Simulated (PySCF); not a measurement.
## Diatomics of Pb with group 13

CCSD(T) with double-zeta basis sets in PySCF, for the lowest determinant that a PBE0 search found; no spin–orbit coupling. De refers to high-spin ground-configuration atoms.

```
 M     basis  reference, frozen orbitals  state (unpaired electrons)  Re (Å)  ωe (cm⁻¹)  De (eV)
 B  def2-SVP                      UHF, 5         quartet (σ ↑, π ↑↑)   2.280        497     2.12
Al  def2-SVP                      UHF, 9         quartet (σ ↑, π ↑↑)   2.735        246     1.85
Ga  def2-SVP                     UHF, 13         quartet (σ ↑, π ↑↑)   2.745        165     1.79
In  def2-SVP                      UHF, 8         quartet (σ ↑, π ↑↑)   2.932        129     1.70
Tl  def2-SVP                      UHF, 8         quartet (σ ↑, π ↑↑)   2.998        105     1.63
```

(1) By what factor does the harmonic wavenumber vary along the series?

Down a group the atoms grow and get heavier, so bonds lengthen and wavenumbers fall; this series shows no clear exception.

Correlated steps freeze the inner cores (5 to 13 orbitals); shallow outer-core shells are correlated. Correlated levels converge slowly with the basis: in double zeta they bind strong bonds too weakly, by up to about 1 eV, and carry superposition errors of some tenths. Spin–orbit coupling is left out, which matters for elements this heavy, above all for dissociation energies. States were picked by a PBE0 search and need not be the measured ground states.

Answers

(1) At CCSD(T) it runs from 105 cm⁻¹ (TlPb) to 497 cm⁻¹ (BPb), a factor of 4.73.
